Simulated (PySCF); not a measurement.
## XPS shifts beside NMR shieldings

Species: C4H17NSi3.
SMILES with atom numbers: `[CH3:1][CH:2]([CH3:3])[N:4]([SiH3:5])[SiH2:6][CH2:7][SiH3:8]`

Structure used (PBE0-D3(BJ)/def2-SVP), in Å, numbered top down from 1:
```
atom  x, y, z in Å
C1    -2.7321   -0.8550   -0.5848
C2    -1.8049    0.3530   -0.5199
C3    -2.5319    1.6274   -0.1076
N4    -0.6218    0.0973    0.3242
Si5   -0.7577   -0.3379    2.0111
Si6    0.9040    0.1553   -0.5260
C7     2.3244   -0.2353    0.6343
Si8    4.0172   -0.3013   -0.1874
H9    -2.1774   -1.7497   -0.9037
H10   -3.5547   -0.6845   -1.2962
H11   -3.1820   -1.0629    0.3994
H12   -1.4293    0.5192   -1.5483
H13   -2.9610    1.5290    0.9017
H14   -1.8379    2.4807   -0.1022
H15   -3.3563    1.8536   -0.8014
H16    0.1541    0.4924    2.8569
H17   -0.4176   -1.7741    2.2732
H18   -2.1590   -0.1095    2.4723
H19    0.8940   -0.8278   -1.6589
H20    1.1070    1.5102   -1.1350
H21    2.1461   -1.2114    1.1187
H22    2.3614    0.5230    1.4347
H23    5.0753   -0.6307    0.8167
H24    4.3487    1.0178   -0.8087
H25    4.0393   -1.3451   -1.2576
```

Binding energies: PySCF, delta-SCF UKS SCAN, pcX-2 on the ionised atom, pcseg-1 elsewhere, spin-free X2C. Shieldings: GIAO B97-2/pcSseg-1, non-relativistic, same geometry.

```csv
atom,C 1s (eV)
C1,290.47
C2,291.51
C7,289.83
```

Q: What are the absolute isotropic shieldings of these atoms?

A: 
```
atom                   environment  C 1s (eV)  isotropic shielding (ppm)
  C7   sp3 carbon bound to silicon     289.83                      194.4
  C1                 methyl carbon     290.47                      159.1
  C2  sp3 carbon bound to nitrogen     291.51                      133.0
```

Q: Among the listed atoms, is the one with the highest binding energy also the least shielded?

A: Yes: C2 has both (291.51 eV, 133.0 ppm).

By binding energy: C7 < C1 < C2. By shielding: C2 < C1 < C7.

Of atoms equivalent by bonding only the ionised one is listed; its partners' own values can differ in this conformer. Isolated species at its PBE0-D3(BJ)/def2-SVP geometry (one conformer only).
